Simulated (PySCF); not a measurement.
An unknown is described by computed data only.

Formula: C3H5F3OSSi.

* 1H NMR: chemical shifts (computed TMS as zero) by class: 7.07 (1 H), 5.43 (1 H), 5.03 (3 H) ppm [GIAO PBE0/pcSseg-1]
* Dipole: 2.69 D [PBE0/def2-SVPD]
* UV, first state: lowest singlet excitation: 5.17 eV (240 nm, f = 0.041) [TDDFT PBE0/def2-SVPD]
* 13C NMR: chemical shifts (computed TMS as zero) by class: 159.8 (1 C), 141.8 (1 C), 100.3 (1 C) ppm [GIAO PBE0/pcSseg-1]
* NMR, other nuclei: isotropic shieldings of nuclei other than C and H, by class: 226 (1 O), 229 (3 F), 388 (1 Si), 377 (1 S) ppm [GIAO PBE0/pcSseg-1]
* UV, strongest line: among the 6 lowest singlet transitions: S6 at 6.76 eV (183 nm, f = 0.180) [TDDFT PBE0/def2-SVPD]
* Polarisability: 91.5 au [PBE0/def2-SVPD]
* Rotational structure: rotational constants A, B, C: 2.632, 0.494, 0.461 GHz [GFN2-xTB]

The electronic properties come from PySCF, for the isolated species, density fitting. Levels stand in brackets. Isolated species at its GFN2-xTB geometry (one conformer only). NMR values are class means; diastereotopic atoms form classes of their own.

Question: Give a SMILES that accounts for the data.

Answer: Numbering: `[F:1][C:2]([F:3])([F:4])[S:5]/[CH:6]=[CH:7]/[O:8][SiH3:9]`. Its formula, C3H5F3OSSi, gives 1 degree of unsaturation: 0 rings and 1 π bond in the structure found. 3 carbons fall into 3 classes; from least to most shielded: vinylic carbon bearing oxygen [C7] (159.8 ppm), CF3 carbon [C2] (141.8 ppm), alkene CH carbon [C6] (100.3 ppm). Hydrogen classes from least to most shielded: 1 H on a vinylic carbon bearing oxygen, C7 (7.07 ppm), 1 H on an alkene CH carbon, C6 (5.43 ppm), 3 H on an oxygen-bound silicon, Si9 (5.03 ppm). The other shieldings belong to: 226 ppm, silyl ether oxygen [O8]; 229 ppm, fluorine of a CF3 group [F1/F3/F4]; 388 ppm, oxygen-bound silicon [Si9]; 377 ppm, sulfide sulfur [S5]. S1 is mainly HOMO→LUMO (weight 0.74); the largest Löwdin shares of the orbital it empties are 0.38 on the sulfide sulfur, 0.22 on the alkene CH carbon, 0.15 on the vinylic carbon bearing oxygen and 0.12 on the silyl ether oxygen, of the orbital it fills 0.23 on the sulfide sulfur, 0.21 on the vinylic carbon bearing oxygen, 0.16 on the alkene CH carbon and 0.09 on the silyl ether oxygen. The optimised geometry has point group C1 and is an asymmetric top. Structure: `FC(F)(F)S/C=C/O[SiH3]`. The assignments are read from this structure; whether some other isomer fits the data as well wasn't checked.

Conformer computed: `[F:1][C:2]([F:3])([F:4])[S:5]/[CH:6]=[CH:7]/[O:8][SiH3:9]`: F1–C2–S5–C6 -59°, C2–S5–C6–C7 129°, C6–C7–O8–Si9 1°.
